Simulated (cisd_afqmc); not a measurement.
Input (AFQMC/CISD/cc-pVTZ; cisd_afqmc is a phaseless AFQMC code with CISD trial states that reads the integrals written by Ansatz):

Ansatz 0.2 input:
```python
import cisd_afqmc

open("ham.yaml", "w").write("""\
crystal:
  periodic: [false, false, false]
  atoms:
    - {symbol: C, position_ang: [-1.52898141, 0.28395696, -0.12508140]}
    - {symbol: C, position_ang: [-0.29755425, -0.55255936, -0.45372486]}
    - {symbol: N, position_ang: [0.87491222, -0.03012743, 0.16507582]}
    - {symbol: C, position_ang: [1.81617265, 0.41968872, 0.68333094]}
    - {symbol: H, position_ang: [-1.40208935, 1.30883811, -0.47290717]}
    - {symbol: H, position_ang: [-1.70519531, 0.30357724, 0.95010670]}
    - {symbol: H, position_ang: [-2.40413276, -0.14490063, -0.61444932]}
    - {symbol: H, position_ang: [-0.42628060, -1.58198720, -0.11434103]}
    - {symbol: H, position_ang: [-0.12450949, -0.58115343, -1.53108804]}
basis:
  gaussian:
    orbitals: cc-pVTZ
magnetization: {spin_polarized: false}
correlation: {method: ccsd, electrons: outside_noble_gas, hamiltonian_folder: ham}
""")
rep = cisd_afqmc.ansatz("ham.yaml")
e_ccsd = rep["correlation"]["coupled_cluster"]["energy"]["hartree"]
out = cisd_afqmc.run("ham", e_ccsd, trial="CISD", walkers=1000, populations=1, threads=12, dt=0.005, steps=40, early=24, settle=10, least=100,
    cut=5e-5, rank_cut=2e-4, target=0.0004, seconds=1500, seed=4, memory=62639, gpu=True)
```

Output:

```
orbitals 186, occupied [11], factors 985 of 1082, rank of the doubles 581 of 1925
E(HF) = -170.993492
E(CCSD) on the cut factors = -171.699385, shift to the whole factors -0.000009
Energy of the trial state on the determinant = -171.699366
  tau behind 7.2 of longer steps, mean of the populations' last blocks
   2.0  -171.73398
   4.0  -171.73398
   6.0  -171.73351
   8.0  -171.73090
  10.0  -171.73291
  12.0  -171.73506
  14.0  -171.73056
  16.0  -171.73257
  18.0  -171.73171
  20.0  -171.73293
  22.0  -171.73268
  24.0  -171.73424
  26.0  -171.73565
  28.0  -171.73264
  30.0  -171.73370
blocks 144 (0 outliers left out), error by blocks joined: 1: 0.00026, 2: 0.00032, 4: 0.00038, 8: 0.00040
E(AFQMC/CISD) = -171.73304 +/- 0.00040
```
